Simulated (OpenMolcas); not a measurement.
## Worked example: vertical ionisation energy of CH3FGeO (SMILES C[O][Ge][F])

The species is CH3FGeO (7 atoms), meant as a singlet with charge 0. As SMILES, `C[O][Ge][F]`. The shape is that of a PBE0-D4/def2-TZVP optimisation. This is one conformer, not always the lowest.

```tsv
atom	x (Å)	y (Å)	z (Å)
C	-0.5048	0.4915	0.3949
O	0.4124	0.6242	-0.6719
Ge	1.4417	-0.6107	-1.3984
F	0.9674	-1.9906	-0.4002
H	-0.5485	-0.5322	0.7738
H	-0.2080	1.1611	1.2066
H	-1.4987	0.7885	0.0497
```

Both states at this one shape; open shells run unrestricted unless said. 1 Eh = 27.2114 eV.

| level | program | singlet CH3FGeO (Eh) | doublet CH3FGeO+ (Eh) | HOMO of the first (eV) |
| --- | --- | --- | --- | --- |
| PBE/6-31G* (spherical functions) | OpenMolcas | -2291.199966 | -2290.831824 | -6.70 |
| revPBE/6-31G* (spherical functions) | OpenMolcas | -2291.511147 | -2291.145346 | -6.65 |

Question: Work out the vertical ionisation energy at each level.

Answer: 
1. PBE/6-31G* (spherical functions): -2290.831824 − (-2291.199966) = 0.368142 Eh = 10.02 eV; −ε(HOMO) = 6.70 eV.
2. revPBE/6-31G* (spherical functions): -2291.145346 − (-2291.511147) = 0.365801 Eh = 9.95 eV; −ε(HOMO) = 6.65 eV.

No measured value is set beside it here; the levels span 9.95 to 10.02 eV. In semi-local functionals −ε(HOMO) lies far under the ionisation energy, a result of self-interaction. All-electron rows are non-relativistic unless named.
